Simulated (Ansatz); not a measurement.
A nudged elastic band was laid between two geometries of BrH + Cl3H2NTi (9 atoms, charge 0, multiplicity 1).

Level of theory: RKS PBE/def2-SVP in Ansatz.

```json
{
  "movable images": "9",
  "climbing image": "yes",
  "spring": "5.0 eV/Å²",
  "optimiser": "quadratic models (default)",
  "start path": "through a guess of the saddle point",
  "force threshold": "0.05 eV/Å",
  "iteration limit": "60",
  "end points": "relaxed"
}
```

Image 0:

```xyz
9
Properties=species:S:1:pos:R:3
Ti -0.129 0.248 -0.016
N 0.084 -0.092 1.822
H -0.694 -0.425 2.408
H 0.753 0.440 2.398
Cl 1.878 0.480 -0.839
Cl -1.259 2.112 -0.250
Cl -1.271 -1.426 -0.827
Br 1.796 -2.970 2.319
H 1.065 -1.738 1.988
```

Image 10:

```xyz
9
Properties=species:S:1:pos:R:3
Ti 0.633 -0.231 0.076
N -0.286 -0.543 2.170
H -1.262 -0.217 2.191
H 0.234 -0.019 2.888
Cl 1.538 0.072 -1.914
Cl 0.110 1.884 0.519
Cl -1.017 -1.596 -0.511
Br 2.552 -1.184 1.141
H -0.280 -1.536 2.442
```

Question: Which bonds break or form, and what moves?

Answer: Bonds broken: Br8–H9. Bonds formed: Ti1–Br8, N2–H9. BrH + Cl3H2NTi becomes BrCl3H3NTi.

Question: Give the energies along the band, and the barrier.

Answer: The forces met the threshold. The highest image is number 3 of 0 to 10, 0.153 eV above the first end and 1.459 eV above the last; the last end lies 1.306 eV below the first. A vibrational analysis at the climbing image gives one clearly imaginary mode, 444i cm⁻¹: a first-order saddle point. The orbitals stay closed-shell, which can raise the energy where a bond breaks towards radicals; this wasn't checked here.

| image | path coordinate (Å) | energy (eV) | Br8–H9 (Å) | Ti1–Br8 (Å) | N2–H9 (Å) |
| --- | --- | --- | --- | --- | --- |
| 0 | 0.00 | 0.000 | 1.47 | 4.42 | 1.92 |
| 1 | 0.42 | 0.007 | 1.47 | 4.17 | 1.90 |
| 2 | 0.84 | 0.053 | 1.50 | 3.80 | 1.74 |
| 3 | 1.27 | 0.153 | 1.63 | 3.46 | 1.39 |
| 4 | 1.88 | -0.310 | 1.95 | 3.00 | 1.09 |
| 5 | 2.48 | -0.934 | 2.27 | 2.57 | 1.04 |
| 6 | 3.09 | -1.079 | 2.62 | 2.46 | 1.03 |
| 7 | 3.70 | -1.107 | 2.69 | 2.45 | 1.03 |
| 8 | 4.31 | -1.171 | 2.78 | 2.43 | 1.03 |
| 9 | 4.92 | -1.258 | 2.92 | 2.41 | 1.03 |
| 10 | 5.53 | -1.306 | 3.14 | 2.39 | 1.03 |

Question: What is the geometry of the highest image?

Answer: 
```xyz
9
Properties=species:S:1:pos:R:3
Ti 0.022 -0.002 0.084
N 0.122 -0.165 2.037
H -0.752 -0.331 2.559
H 0.692 0.522 2.553
Cl 1.982 0.368 -0.784
Cl -1.098 1.853 -0.209
Cl -1.219 -1.562 -0.786
Br 1.640 -2.696 1.532
H 0.834 -1.360 2.014
```

Question: What are the harmonic wavenumbers there?

Answer: 444i, 47, 52, 100, 111, 129, 136, 136, 227, 386, 444, 470, 478, 601, 610, 760, 1093, 1109, 1439, 3398, 3498 cm⁻¹.

The run took 5.3 min on 4 threads of Arm Neoverse V2, on a shared host, peak memory 0.27 GiB.
